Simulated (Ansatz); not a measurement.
The same path of a periodic cell of 63 atoms, Si (host Si, host structure diamond, one Si atom removed), cell charge +1 was run twice with different band settings. Lost on the way: Si1–Si30, Si15–Si30, Si29–Si30. Made: Si12–Si30, Si30–Si34, Si30–Si35.

All numbers below come from DFT PBE-D3(BJ), scalar-relativistic, plane waves, PAW in Ansatz. Settings: PAW set soft_1, cutoff 420 eV, k mesh 1x1x1, gaussian smearing 0.02 eV, spin collinear.

Relaxed end points:

```xyz
63
Lattice="10.8600 0.0000 0.0000 0.0000 10.8600 0.0000 0.0000 0.0000 10.8600" Properties=species:S:1:pos:R:3
Si 5.450 -0.017 0.018
Si 6.790 1.364 1.359
Si 8.150 2.718 -0.002
Si 9.492 4.085 1.350
Si 8.110 -0.027 2.713
Si 9.486 1.355 4.071
Si -0.011 -0.005 0.008
Si 1.367 1.343 1.344
Si 2.714 2.718 0.000
Si 4.076 4.073 1.350
Si 5.426 5.434 -0.007
Si 6.709 6.823 1.380
Si 8.119 8.147 0.020
Si 9.486 9.496 1.366
Si 2.749 -0.022 2.734
Si 4.074 1.374 4.074
Si 5.432 2.721 2.710
Si 6.791 4.079 4.061
Si 8.117 5.461 2.706
Si 9.486 6.805 4.055
Si 5.422 0.005 5.425
Si 6.800 1.359 6.780
Si 8.149 2.724 5.424
Si 9.504 4.079 6.785
Si 8.150 0.003 8.143
Si 9.503 1.363 9.499
Si -0.006 5.436 -0.004
Si 1.351 6.793 1.353
Si 2.751 8.128 0.024
Si 4.110 9.472 1.393
Si 0.013 2.719 2.710
Si 1.365 4.099 4.078
Si 2.751 5.466 2.691
Si 4.112 6.834 4.038
Si 6.694 9.468 4.033
Si -0.008 0.006 5.425
Si 1.350 1.363 6.784
Si 2.711 2.726 5.424
Si 4.057 4.086 6.776
Si 5.453 5.458 5.405
Si 6.793 6.798 6.786
Si 8.113 8.153 5.397
Si 9.489 9.512 6.776
Si 2.710 0.004 8.148
Si 4.056 1.356 9.507
Si 5.445 2.718 8.139
Si 6.798 4.078 9.501
Si 8.149 5.435 8.141
Si 9.490 6.789 9.505
Si 0.000 8.150 2.711
Si 1.349 9.508 4.070
Si -0.012 5.447 5.415
Si 1.366 6.782 6.765
Si 2.748 8.173 5.402
Si 4.074 9.514 6.796
Si 0.003 2.721 8.142
Si 1.351 4.079 9.501
Si 2.713 5.437 8.138
Si 4.075 6.788 9.490
Si 5.432 8.150 8.142
Si 6.791 9.502 9.499
Si 0.013 8.148 8.140
Si 1.364 9.516 9.520
```

```xyz
63
Lattice="10.8600 0.0000 0.0000 0.0000 10.8600 0.0000 0.0000 0.0000 10.8600" Properties=species:S:1:pos:R:3
Si 5.352 -0.036 0.036
Si 6.754 1.321 1.372
Si 8.126 2.709 -0.008
Si 9.515 4.060 1.369
Si 8.139 -0.011 2.713
Si 9.497 1.351 4.068
Si -0.019 0.005 -0.005
Si 1.375 1.340 1.331
Si 2.710 2.734 -0.005
Si 4.075 4.072 1.360
Si 5.428 5.436 0.011
Si 6.780 6.795 1.366
Si 8.139 8.147 0.011
Si 9.503 9.500 1.360
Si 2.751 -0.036 2.637
Si 4.087 1.321 4.039
Si 5.432 2.717 2.717
Si 6.792 4.073 4.077
Si 8.144 5.431 2.720
Si 9.502 6.783 4.077
Si 5.428 -0.011 5.424
Si 6.783 1.351 6.782
Si 8.146 2.717 5.431
Si 9.506 4.069 6.791
Si 8.126 0.008 8.151
Si 9.489 1.359 9.501
Si 0.006 5.449 -0.008
Si 1.394 6.821 1.372
Si 2.751 8.223 0.036
Si 5.395 8.180 2.680
Si 0.014 2.701 2.727
Si 1.364 4.078 4.068
Si 2.726 5.436 2.713
Si 4.081 6.795 4.065
Si 6.780 9.494 4.065
Si 0.006 0.008 5.411
Si 1.356 1.359 6.774
Si 2.707 2.709 5.411
Si 4.084 4.060 6.800
Si 5.435 5.431 5.429
Si 6.792 6.783 6.787
Si 8.144 8.140 5.429
Si 9.515 9.491 6.800
Si 2.710 0.005 8.126
Si 4.046 1.340 9.520
Si 5.442 2.701 8.159
Si 6.783 4.078 9.509
Si 8.146 5.429 8.143
Si 9.497 6.792 9.509
Si -0.002 8.143 2.717
Si 1.394 9.488 4.039
Si -0.002 5.429 5.431
Si 1.364 6.792 6.782
Si 2.726 8.147 5.424
Si 4.075 9.500 6.788
Si -0.002 2.717 8.143
Si 1.356 4.086 9.501
Si 2.707 5.449 8.151
Si 4.087 6.821 9.539
Si 5.432 8.143 8.143
Si 6.754 9.488 9.539
Si 0.014 8.133 8.159
Si 1.375 9.529 9.520
```

Common settings: climbing image yes; optimiser quadratic models (default); end points relaxed.

| run | movable images | spring | start path | force threshold | iteration limit |
| --- | --- | --- | --- | --- | --- |
| 1 | 5 | 2.0 to 10.0 eV/Å², energy-weighted | IDPP | 0.03 eV/Å | 17 |
| 2 | 3 | 5.0 eV/Å² | default | 0.05 eV/Å | 8 |

What does each run give, and how far can it be trusted?

Run 1: converged after 8 iterations, highest image 0.433 eV above the first end. The order of the point at the top wasn't checked.
Run 2: converged after 6 iterations, highest image 0.434 eV above the first end. The order of the point at the top wasn't checked.
Limits of this set-up: coarse k mesh, a typed lattice constant that wasn't relaxed here, charged cell in a uniform background, uncorrected.
